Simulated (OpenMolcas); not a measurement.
**Pt6+ in a point-charge field**

Pt6+ among 8 point charges of -1 e arranged as a cube (Oh), 1.86 Å from the ion.
```
   1.0739    1.0739    1.0739  -1.00
   1.0739    1.0739   -1.0739  -1.00
   1.0739   -1.0739    1.0739  -1.00
   1.0739   -1.0739   -1.0739  -1.00
  -1.0739    1.0739    1.0739  -1.00
  -1.0739    1.0739   -1.0739  -1.00
  -1.0739   -1.0739    1.0739  -1.00
  -1.0739   -1.0739   -1.0739  -1.00
```

| Quantity | Value |
| --- | --- |
| Program | OpenMolcas 26.06 |
| Method | CASSCF |
| Basis | ANO-RCC-VTZP [8s7p5d3f1g] |
| Scalar Hamiltonian | DKH2, point nucleus |
| Active space | 4 electrons in 5 orbitals (5d) |
| State averaging | 2S+1 = 5 even, 5 roots; 2S+1 = 3 even, 45 roots; 2S+1 = 1 even, 50 roots |
| Spin-orbit coupling | RASSI with atomic mean-field integrals over the reference wave functions |

The lowest spin-free states (labels of O, the rotations of Oh), above the lowest:

```csv
State,Degeneracy,E (cm-1),Free-ion L (%)
5T2,3,0.0,D (100)
5E,2,4094,D (100)
3T1,3,18540,H (68)
3T2,3,20354,H (82)
3T1,3,21760,H (68)
3E,2,23577,H (89)
3T2,3,24371,G (71)
3T1,3,24566,P (62)
1A1,1,25405,I (52)
3A2,1,27035,F (100)
3T1,3,27074,H (39)
3T2,3,27119,F (69)
3E,2,28075,G (88)
1T1,3,28243,I (70)
3A1,1,29725,G (100)
1T2,3,30913,I (97)
3T1,3,30990,G (51)
1E,2,32849,G (62)
1A1,1,33612,I (46)
3T2,3,33707,D (94)
```

The lowest levels with spin-orbit coupling:

| E (cm-1) | Degeneracy | Label | 2S+1 |
| --- | --- | --- | --- |
| 0.0 | 1 | A1 | 5 (61 %) |
| 6990 | 3 | T1 | 5 (83 %) |
| 12177 | 3 | T2 | 5 (90 %) |
| 13492 | 2 | E | 5 |
| 16329 | 3 | T1 | 5 (85 %) |
| 17422 | 3 | T2 | 5 (80 %) |
| 19285 | 1 | A2 | 5 (78 %) |
| 19948 | 1 | A1 | 5 (49 %) |
| 20083 | 2 | E | 5 (56 %) |
| 20266 | 3 | T1 | 5 (56 %) |
| 20287 | 3 | T2 | 5 (67 %) |
| 26048 | 1 | A1 | 3 (44 %) |
| 29268 | 2 | E | 3 (66 %) |
| 29333 | 3 | T1 | 3 (64 %) |
| 30323 | 3 | T2 | 3 (73 %) |
| 31421 | 1 | A1 | 3 (59 %) |
| 32704 | 1 | A2 | 3 (83 %) |
| 34220 | 3 | T2 | 3 (87 %) |
| 34891 | 3 | T1 | 3 (86 %) |
| 35867 | 3 | T1 | 3 |

Powder χT (cm3 K/mol): 0 at 2 K, 0.00118 at 10 K, 0.00588 at 50 K, 0.0118 at 100 K, 0.0235 at 200 K, 0.0353 at 300 K. The effective moment at 300 K is 2.828 √(χT) = 0.53 μB.

A least-squares ligand-field fit to the states below 45000 cm-1, each weighted by its degeneracy and with a free common offset, gives 10Dq = -4117 cm-1 (negative for this site), B = 1001 cm-1 and C = 4193 cm-1 (C/B = 4.19), with an rms deviation of 66 cm-1.

Spin-orbit coupling mixes the spin-free states strongly: the lowest level takes only 43 % from its leading state, 5T2. Without dynamic correlation the repulsion within the d shell is too large (B by tens of per cent), so at a given field states of lower spin stand too high. Point charges give a weaker field than real ligands, and real ions of this kind are as a rule low spin; the high spin found here belongs to the model. The ground term spreads over less than 5000 cm-1, several times less than with real ligands, so orbital moments are less quenched and χT lies further from the spin-only value than at real sites. This is an electrostatic model: the charges have no orbitals. No measured value stands beside these numbers.
